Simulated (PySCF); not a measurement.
CH6GeO4, singlet, at a GFN2-xTB geometry. Base run: DF-CAMB3LYP/STO-3G run with PySCF.

PySCF was given this input:
```python
from pyscf import gto, scf, dft

mol = gto.Mole()
mol.atom = '''
    C     2.45217545   -0.49666884   -0.07643182
    O     1.39178662    0.42523674    0.11330981
    Ge   -0.30753584    0.06533967    0.00945921
    O    -0.96270025   -0.80854969    1.34635662
    O    -1.08660272    1.59885380   -0.03017887
    O    -0.59030639   -0.89662975   -1.39240803
    H     2.35028969   -1.02881569   -1.02236603
    H     2.49237155   -1.22225359    0.73761253
    H     3.36990618    0.09217989   -0.08500675
    H    -1.08082767   -0.30384533    2.14922089
    H    -0.66379146    2.26619619   -0.56764595
    H    -1.35727197   -1.46560639   -1.35255440
'''
mol.basis = 'sto-3g'
mol.verbose = 4
mol.max_memory = 1800
mol.build()

mf = dft.RKS(mol)
mf.xc = 'camb3lyp'
mf = mf.density_fit(auxbasis='def2-universal-jkfit')
mf.kernel()
```

All variants below ran on the same shared machine, one core each. Differences are taken from the largest basis of the Pople family in the series, which isn't the basis-set limit (6-311G**: -9.610 eV). The cheapest run took around 10 core-seconds (rough).

```csv
setting,basis functions,"cost, times the cheapest (rough)",difference in HOMO energy (eV)
STO-3G,49,1,4.623
3-21G,79,1,0.637
6-31G,84,1,0.001
6-31G*,114,2,0.179
6-31G**,132,2,0.187
6-311G**,170,3,reference
```

Times come from a shared machine, hold the start-up and are rough.
